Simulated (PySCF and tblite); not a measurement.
Results of a calculation; reference values are marked as such.
C₆H₁₄OSi, numbered as in [CH3:1][O:2][C@H:3]1[CH2:4][CH2:5][C@H:6]([CH3:7])[SiH2:8]1.

Search: ETKDG, MMFF94s, GFN2-xTB, 90 starts; geometries at GFN2-xTB. Energies: PBE0-D3(BJ)/6-31G*, with GFN2-xTB thermal terms (modes under about 100 cm⁻¹ blended into free rotors). Symmetry numbers and mirror images are counted. Conformers within 2.5 kcal/mol (GFN2-xTB free energy) were kept, 6 at most. GIAO shieldings: PBE0/6-31G*. Shifts are against TMS (¹H), TMS (¹³C), TMS (²⁹Si) at the same level; of two unlike H on one atom, a is the less shielded. (PySCF 2.14, tblite 0.8.)

Problem. List the conformer-averaged shifts at 298.15 K.

Solution. ¹H: 4.47 (H8a, 1H), 4.27 (H8b, 1H), 3.74 (H3, 1H), 3.41 (H1, 3H), 2.18 (H5a, 1H), 2.06 (H4a, 1H), 1.95 (H4b, 1H), 1.71 (H6, 1H), 1.46 (H5b, 1H), 1.17 (H7, 3H) ppm. ¹³C: 74.9 (C3), 57.8 (C1), 34.6 (C4), 34.3 (C5), 19.7 (C7), 19.1 (C6) ppm. ²⁹Si: -2.6 (Si8) ppm.

Problem. How do the conformers differ?

Solution. Torsions listed: C1–O2–C3–Si8. The 5-ring runs over atoms 3–4–5–6–8.
```tsv
conformer	shape	weight %
1	5-ring twist (ring torsions 51, -37, 13, 13, -37°); -84°	45.3
2	5-ring twist (ring torsions -52, 38, -14, -13, 37°); -73°	29.5
3	5-ring between envelope and twist (ring torsions -51, 40, -16, -10, 35°); -174°	12.6
4	5-ring twist (ring torsions 51, -37, 12, 14, -38°); -171°	12.5
```

```
signal     1     2     3     4  average
    H1  3.39  3.45  3.41  3.39     3.41
    H3  3.62  3.88  3.89  3.70     3.74
   H4a  2.22  1.88  1.61  2.34     2.06
   H4b  1.72  2.41  2.50  1.17     1.95
   H5a  2.25  2.09  2.13  2.21     2.18
   H5b  1.64  1.24  1.23  1.58     1.46
    H6  1.78  1.66  1.61  1.70     1.71
    H7  1.13  1.24  1.21  1.09     1.17
   H8a  4.48  4.45  4.45  4.47     4.47
   H8b  4.29  4.24  4.23  4.32     4.27
    C1  57.1  59.6  58.0  56.2     57.8
    C3  74.6  76.4  73.8  73.5     74.9
    C4  34.9  36.6  34.6  28.3     34.6
    C5  34.6  33.7  34.9  34.1     34.3
    C6  18.1  20.7  21.1  17.0     19.1
    C7  19.7  19.8  19.3  19.6     19.7
   Si8  -3.7  -5.9  -0.4   6.8     -2.6
```

Unscaled ²⁹Si shifts at such levels can be off by tens of ppm; differences between conformers or isomers are more reliable. Shifts are unscaled: against experiment ¹³C can be off by 15 ppm or more and ¹H by 0.8 ppm.
